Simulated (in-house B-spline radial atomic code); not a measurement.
The outermost shell (largest non-relativistic mean radius) with and without relativity; Dirac values are averaged over j. Computed with a radial B-spline atomic code at the basis-set limit: non-relativistic Hartree-Fock and Dirac-Hartree-Fock, averages of the configuration (point nuclei without relativity, finite nuclei with it).

| ion | configuration | outermost shell | radius non-relativistic (bohr) | radius Dirac (bohr) | radius change (%) | level non-relativistic (eV) | level Dirac (eV) | spin-orbit splitting (eV) |
| --- | --- | --- | --- | --- | --- | --- | --- | --- |
| K3+ | [Ne] 3s2 3p4 | 3p | 1.3018 | 1.3004 | -0.10428 | -62.507 | -62.522 | 0.33555 |
| Ca3+ | [Ne] 3s2 3p5 | 3p | 1.2128 | 1.2113 | -0.12402 | -67.993 | -68.017 | 0.44444 |
| Sc3+ | [Ne] 3s2 3p6 | 3p | 1.136 | 1.1344 | -0.14478 | -73.595 | -73.629 | 0.57797 |
| Ti3+ | [Ar] 3d1 | ? | ? | ? | ? | ? | ? | ? |
| V3+ | [Ar] 3d2 | 3d | 1.1635 | 1.168 | 0.39192 | -46.080 | -45.83 | 0.072111 |
| Cr3+ | [Ar] 3d3 | 3d | 1.0915 | 1.0957 | 0.38854 | -48.712 | -48.439 | 0.099307 |
| Mn3+ | [Ar] 3d4 | 3d | 1.029 | 1.033 | 0.3872 | -51.266 | -50.968 | 0.13303 |
| Fe3+ | [Ar] 3d5 | 3d | 0.9741 | 0.97787 | 0.38728 | -53.755 | -53.43 | 0.17428 |
| Co3+ | [Ar] 3d6 | 3d | 0.92532 | 0.92892 | 0.38837 | -56.191 | -55.837 | 0.22413 |
| Ni3+ | [Ar] 3d7 | 3d | 0.88164 | 0.88508 | 0.39017 | -58.580 | -58.196 | 0.28375 |
| Cu3+ | [Ar] 3d8 | 3d | 0.84224 | 0.84555 | 0.39251 | -60.930 | -60.513 | 0.35443 |
| Zn3+ | [Ar] 3d9 | 3d | 0.80648 | 0.80966 | 0.39523 | -63.245 | -62.793 | 0.43749 |
| Ga3+ | [Ar] 3d10 | ? | ? | ? | ? | ? | ? | ? |
| Ge3+ | [Ar] 3d10 4s1 | 4s | 1.9234 | 1.8963 | -1.4096 | -44.074 | -44.728 | - |
| As3+ | [Ar] 3d10 4s2 | ? | ? | ? | ? | ? | ? | ? |
| Se3+ | [Ar] 3d10 4s2 4p1 | 4p | 1.9121 | 1.9035 | -0.45137 | -41.930 | -42.03 | 0.54887 |
| Br3+ | [Ar] 3d10 4s2 4p2 | 4p | 1.79 | 1.7815 | -0.47378 | -45.541 | -45.656 | 0.70495 |
| Kr3+ | [Ar] 3d10 4s2 4p3 | 4p | 1.6839 | 1.6755 | -0.49985 | -49.211 | -49.344 | 0.88747 |

Problem. Fill in the row of Ti3+.

Solution. outermost shell: 3d; radius non-relativistic (bohr): 1.2477; radius Dirac (bohr): 1.2527; radius change (%): 0.39841; level non-relativistic (eV): -43.350; level Dirac (eV): -43.121; spin-orbit splitting (eV): 0.050527.

Problem. Fill in the row of Ga3+.

Solution. outermost shell: 3d; radius non-relativistic (bohr): 0.77384; radius Dirac (bohr): 0.77692; radius change (%): 0.39824; level non-relativistic (eV): -65.530; level Dirac (eV): -65.041; spin-orbit splitting (eV): 0.5344.

Problem. Fill in the row of As3+.

Solution. outermost shell: 4s; radius non-relativistic (bohr): 1.8099; radius Dirac (bohr): 1.7841; radius change (%): -1.4277; level non-relativistic (eV): -47.388; level Dirac (eV): -48.099.

Problem. Which member changes most?

Solution. Arsenic (As3+): its 4s shell contracts by 1.4 %.
